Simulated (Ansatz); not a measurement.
Cartesian coordinates (Å):
```xyz
11

Ti     0.0789     0.0787    -0.1467
Cl     0.5886    -0.6241    -2.2183
N      0.9280     1.6896     0.2738
H      0.4909     2.5491     0.5987
H      1.9094     1.8607     0.0508
N     -1.7565     0.3620     0.0628
H     -2.3162     0.8395    -0.6449
H     -2.3643    -0.0396     0.7732
N      0.5888    -1.1600     1.1564
H      1.1783    -0.9924     1.9688
H      0.4227    -2.1613     1.0474
```
Charge 0, multiplicity 1.

Level of theory: frozen-core CCSD(T)/def2-TZVPP // r2SCAN-D4/def2-SVP in Ansatz (a first-principles code).

```json
{
  "HF energy": "-1474.99077 Ha",
  "MP2 correlation energy": "-1.28481 Ha"
}
```

Q: Estimate the CCSD correlation energy, the (T) correction, the total energy and the T1 diagnostic.

A: 
The CCSD correlation energy is -1.31023 Ha and the (T) correction comes out as -0.06994 Ha. The CCSD(T) total energy is -1476.37094 Ha and the T1 diagnostic comes out as 0.025.
